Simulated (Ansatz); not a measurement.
Consider the cleavage of the B–Ga bond: `O[BH][GaH2]` + CH₃NH₂ → `CNBO` + `[GaH3]`.

Isolated molecules relaxed with PBE0-D4/def2-TZVP in Ansatz; ΔE leaves out vibrations. CCSD(T)/CBS is the MP2 limit (def2-TZVPP, def2-QZVPP) plus CCSD(T) − MP2 in def2-TZVPP, frozen cores. DFT in def2-TZVPP. For Ga outer-core shells are correlated without core-valence functions, which leaves a few kJ/mol of doubt a bond. Scalar relativity is left out up to krypton. One conformer a species, not always the lowest.

(1) Is it downhill or uphill in electronic energy at CCSD(T)/CBS, and by how much? (Best estimate.)

(2) What do these levels give: B97M-V, r2SCAN0-D4, r2SCANh, CCSD/def2-SVP, MP2/def2-TZVPP, CCSD/def2-TZVPP? (Best estimate.)

Largest T1 diagnostic among the species: 0.014.

## Answers

(1) Computed: Downhill: ΔE = -34.2 kcal/mol.

(2) The calculation gave: B97M-V -37.3, r2SCAN0-D4 -36.5, r2SCANh -36.1, CCSD/def2-SVP -39.0, MP2/def2-TZVPP -36.2, CCSD/def2-TZVPP -35.0 kcal/mol.

From BLYP to BHLYP (50 % exact exchange), in def2-TZVPP and without D4, ΔE moves by −3.1 kcal/mol. Leaving LDA and LC-ωPBE aside and taking each functional with its dispersion term where it has one, the values, not all of them listed here, spread over 4.0 kcal/mol, from B97M-V to revPBE-D4. LDA lies −4.2 kcal/mol from PBE without D4. In def2-TZVPP, CCSD(T) changes the Hartree–Fock value by +2.9 kcal/mol (the triples alone add +0.2 kcal/mol) and MP2 by +1.5 kcal/mol.
